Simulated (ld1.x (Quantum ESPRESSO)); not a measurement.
## What the settings do to the TM potential of Au (Z = 79)

Base potential:

```json
{"Element": "gold", "Generator": "ld1.x (Quantum ESPRESSO) 7.5", "Type": "norm-conserving Troullier–Martins (Kleinman–Bylander form)", "Functional": "PW91", "Relativity": "scalar-relativistic", "Frozen core": "[Xe]", "Valence charge": "25", "Reference configuration": "4f14 5d10 6s1 6p0", "Partial waves": "6s (bound): rc 2.45 bohr; 6p (bound, empty): rc 2.45 bohr; 5d (bound): rc 1.45 bohr; 4f (bound): rc 0.95 bohr", "Local potential": "all-electron potential smoothed inside 1.55 bohr (lloc = -1)", "Core correction": "a·sin(br)/r model core, default radius (core density twice the valence density)"}
```

All-electron outer shells of the reference configuration (PW91, scalar-relativistic, ld1.x):

```csv
shell,level (eV),outermost node (bohr),outermost maximum (bohr)
5s,-108.48,0.48,0.84
4f,-81.24,–,0.37
5p,-59.86,0.52,0.96
5d,-6.94,0.56,1.21
6s,-5.83,1.11,2.32
6p,-0.84,1.32,3.64
```

Cutoffs, loose and tight: the cutoffs (Ry, on a coarse ladder) from which the occupation-weighted sum of valence levels, in a spherical-Bessel basis at the reference potential, stays within 10 and 1 mRy of its value at 400 Ry. They do not see the model core or the augmentation charge, which bear on the density cutoff. Test errors are all-electron minus pseudo excitation energies from the reference, over the configurations 4f14 5d10 6s0 6p0; 4f14 5d9 6s0 6p0; 4f14 5d8 6s0 6p0; 4f13 5d10 6s1 6p0; 4f14 5d7 6s0 6p0; 4f14 5d9 6s1 6p1; 4f14 5d10 6s0 6p1. A dash means not determined; rows that change the core or the reference have their own tests. The largest error is taken over the tests solved by every variant that gives reliable tests at all: 4f14 5d10 6s0 6p0; 4f14 5d10 6s0 6p1; 4f14 5d7 6s0 6p0; 4f14 5d8 6s0 6p0; 4f14 5d9 6s0 6p0.

A true bound ghost makes a file unfit for plane-wave use even where its test errors are small: the radial tests pick states by their node count and pass the ghost by. Where a test does run into it, the solver fails or the error is huge.

Cutoffs are not given where the Bessel-basis levels miss the radial ones by over 6 mRy, ghosts where they miss by over 20 mRy; a channel whose overlap is not positive is not tested.

The default core radius of the base comes out at 0.28 bohr.

| change | outcome | cutoff, loose | cutoff, tight | bound ghosts | largest test error (meV) |
| --- | --- | --- | --- | --- | --- |
| base | generated | – | – | s, p | -499 |
| type RRKJ; local potential all-electron potential smoothed inside 1.10 bohr (lloc = -1); rho0 0.005 | generated | over 300 Ry | over 300 Ry | s, p | -459 |
| wave 6p (bound): rc 2.45 bohr becomes 6p (bound): rc 1.84 bohr | generated | – | – | s, p | -500 |
| all radii but the core radius scaled by about 1.41 (s 3.44, p 3.44, d 2.04, f 1.34 bohr); local potential all-electron potential smoothed inside 2.18 bohr (lloc = -1) | generated | over 300 Ry | over 300 Ry | s | -1007 |
| core [Kr] 4d10 4f14, valence charge 19; reference 5s2 5p6 5d10 6s1 6p0; waves now 5s (bound): rc 1.05 bohr; 5d (bound): rc 2.35 bohr; 5p (bound): rc 1.30 bohr; local potential the p channel; core correction none | generated, misses its reference levels by 1.79 eV | 140 Ry | 230 Ry | none | -5327 |
| core correction a·sin(br)/r model core inside 1.10 bohr | generated | – | – | s, p | -499 |
| local potential the d channel | generated | – | – | s, p | -480 |
| wave 5d (bound): rc 1.45 bohr becomes 5d (bound): rc 1.66 bohr | generated | – | – | s, p | -498 |

Problem. What comes out with this change to the base: wave 4f (bound): rc 0.95 bohr becomes 4f (bound): rc 0.58 bohr?

Solution. outcome: generated; bound ghosts: s; largest test error (meV): -500.
